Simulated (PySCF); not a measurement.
# Cadmium: a sound run and one with changed settings

Sound run: Cd [Kr] 4d10 5s2, Cd⁺ [Kr] 4d10 5s1. All numbers are calculated (PySCF 2.14, a scalar-relativistic core potential, in def2-SVP with the def2 core potential (28 electrons)). In the sound run the correlated levels freeze 4s2 4p6 outside the core potential. The sound run starts from symmetry-adapted Hartree-Fock orbitals and uses a fine grid where one is needed.

A second run was set up differently.

| species | method | sound run (hartree) | changed run (hartree) | converged |
| --- | --- | --- | --- | --- |
| Cd | MP2 | -167.12342 | -167.21023 | yes |
| Cd⁺ | MP2 | -166.81443 | -166.89757 | yes |

Ionisation energy of Cd:

```
 method  sound run (eV)  changed run (eV)
    UHF           7.337             7.337
    MP2           8.408             8.508
SCS-MP2           8.420             8.498
```

Question: What was changed?
A. basis contracted for another Hamiltonian
B. minimal basis
C. all electrons correlated in a valence basis
D. a valence shell is frozen

Answer: C. A valence basis has no tight correlating functions, so it recovers only part of the core correlation, and not evenly between atom and ion.
